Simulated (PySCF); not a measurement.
disiloxane (H6OSi2), singlet, geometry from GFN2-xTB; PBE/6-31G** (PySCF).

Input for PySCF:
```python
from pyscf import gto, scf, dft

mol = gto.Mole()
mol.atom = '''
    Si    1.58554558   -0.29465325    0.09305373
    O    -0.00374610   -0.02898376   -0.03187953
    Si   -1.58414102    0.30551525   -0.08108531
    H     1.99636140   -0.92391127   -1.16028168
    H     2.22242187    1.00620543    0.29041493
    H     1.77723671   -1.17669751    1.24269936
    H    -2.21375802   -0.47470673    0.98249776
    H    -2.04757203   -0.09473461   -1.40797725
    H    -1.72438507    1.74364671    0.14012516
'''
mol.basis = '6-31g**'
mol.verbose = 4
mol.build()

mf = dft.RKS(mol)
mf.xc = 'pbe'
mf.kernel()
```

What the program printed (banner, timings and long lists left out):

```
PySCF version 2.14.0

[INPUT] verbose = 4
[INPUT] num. atoms = 9
[INPUT] num. electrons = 42
[INPUT] charge = 0
[INPUT] spin (= nelec alpha-beta = 2S) = 0
[INPUT] symmetry False subgroup None
[INPUT] Mole.unit = angstrom
[INPUT] Symbol           X                Y                Z      unit          X                Y                Z       unit  Magmom
[INPUT]  1 Si     1.585545580000  -0.294653250000   0.093053730000 AA    2.996246904215  -0.556813944213   0.175846064569 Bohr   0.0
[INPUT]  2 O     -0.003746100000  -0.028983760000  -0.031879530000 AA   -0.007079103035  -0.054771368460  -0.060243580680 Bohr   0.0
[INPUT]  3 Si    -1.584141020000   0.305515250000  -0.081085310000 AA   -2.993592670489   0.577340149378  -0.153229028625 Bohr   0.0
[INPUT]  4 H      1.996361400000  -0.923911270000  -1.160281680000 AA    3.772576291653  -1.745939263699  -2.192614602550 Bohr   0.0
[INPUT]  5 H      2.222421870000   1.006205430000   0.290414930000 AA    4.199768667544   1.901452687750   0.548804680185 Bohr   0.0
[INPUT]  6 H      1.777236710000  -1.176697510000   1.242699360000 AA    3.358490640423  -2.223636025358   2.348361445572 Bohr   0.0
[INPUT]  7 H     -2.213758020000  -0.474706730000   0.982497760000 AA   -4.183396363859  -0.897065709188   1.856651684399 Bohr   0.0
[INPUT]  8 H     -2.047572030000  -0.094734610000  -1.407977250000 AA   -3.869350357020  -0.179022467417  -2.660691392118 Bohr   0.0
[INPUT]  9 H     -1.724385070000   1.743646710000   0.140125160000 AA   -3.258615515589   3.295014739899   0.264798175561 Bohr   0.0

nuclear repulsion = 159.877954873006
number of shells = 40
number of NR pGTOs = 171
number of NR cGTOs = 80
basis = 6-31g**
ecp = {}

******** <class 'pyscf.dft.rks.RKS'> ********
method = RKS
initial guess = minao
damping factor = 0
level_shift factor = 0
DIIS = <class 'pyscf.scf.diis.CDIIS'>
diis_start_cycle = 1
diis_space = 8
diis_damp = 0
SCF conv_tol = 1e-09
SCF conv_tol_grad = None
SCF max_cycles = 50
direct_scf = True
direct_scf_tol = 1e-13
XC library pyscf.dft.libxc version 7.1.2
    S. Lehtola, C. Steigemann, M. J. T. Oliveira, and M. A. L. Marques,  SoftwareX 7, 1–5 (2018)
XC functionals = pbe
    J. P. Perdew, K. Burke, and M. Ernzerhof,  Phys. Rev. Lett. 77, 3865 (1996)
    J. P. Perdew, K. Burke, and M. Ernzerhof,  Phys. Rev. Lett. 78, 1396 (1997)
    J. P. Perdew, K. Burke, and M. Ernzerhof,  Phys. Rev. Lett. 77, 3865 (1996)
    J. P. Perdew, K. Burke, and M. Ernzerhof,  Phys. Rev. Lett. 78, 1396 (1997)
radial grids:
    Treutler-Ahlrichs [JCP 102, 346 (1995); DOI:10.1063/1.469408] (M4) radial grids

becke partition: Becke, JCP 88, 2547 (1988); DOI:10.1063/1.454033
pruning grids: <function nwchem_prune>
grids dens level: 3
symmetrized grids: False
atomic radii adjust function: <function treutler_atomic_radii_adjust>
small_rho_cutoff = 0
Set gradient conv threshold to 3.16228e-05
Initial guess from minao.
tot grids = 111296
init E= -657.457190353574
  HOMO = -0.339768176571075  LUMO = -0.0667210001472291  gap/eV = 7.42999
cycle= 1 E= -657.287233577241  delta_E= 0.17  |g|= 0.841  |ddm|= 2.63
  HOMO = -0.0838567866108464  LUMO = 0.00781047037294735  gap/eV = 2.49439
cycle= 2 E= -656.532552528043  delta_E= 0.755  |g|= 2.06  |ddm|= 2.58
  HOMO = -0.258139436105401  LUMO = -0.0251801408704297  gap/eV = 6.33915
cycle= 3 E= -657.418836015508  delta_E= -0.886  |g|= 0.0882  |ddm|= 2.19
  HOMO = -0.248910571335631  LUMO = -0.0201060883394129  gap/eV = 6.22609
cycle= 4 E= -657.421128259085  delta_E= -0.00229  |g|= 0.0299  |ddm|= 0.181
  HOMO = -0.252089007431529  LUMO = -0.0223489362305176  gap/eV = 6.25155
cycle= 5 E= -657.421459176935  delta_E= -0.000331  |g|= 0.0044  |ddm|= 0.0501
  HOMO = -0.251413649915908  LUMO = -0.021651853298823  gap/eV = 6.25214
cycle= 6 E= -657.421466190685  delta_E= -7.01e-06  |g|= 0.000595  |ddm|= 0.00766
  HOMO = -0.251487108076994  LUMO = -0.0217195181119028  gap/eV = 6.25229
cycle= 7 E= -657.421466297436  delta_E= -1.07e-07  |g|= 9.85e-05  |ddm|= 0.000766
  HOMO = -0.25150967863727  LUMO = -0.0217286306944673  gap/eV = 6.25266
cycle= 8 E= -657.421466300745  delta_E= -3.31e-09  |g|= 6.85e-06  |ddm|= 0.000126
  HOMO = -0.251509818695806  LUMO = -0.0217288130768365  gap/eV = 6.25266
cycle= 9 E= -657.421466300753  delta_E= -8.41e-12  |g|= 1.82e-06  |ddm|= 9.35e-06
  HOMO = -0.251510207253354  LUMO = -0.0217288744893045  gap/eV = 6.25267
Extra cycle  E= -657.421466300754  delta_E= -1.14e-12  |g|= 2.48e-06  |ddm|= 5.63e-06
converged SCF energy = -657.421466300754
```
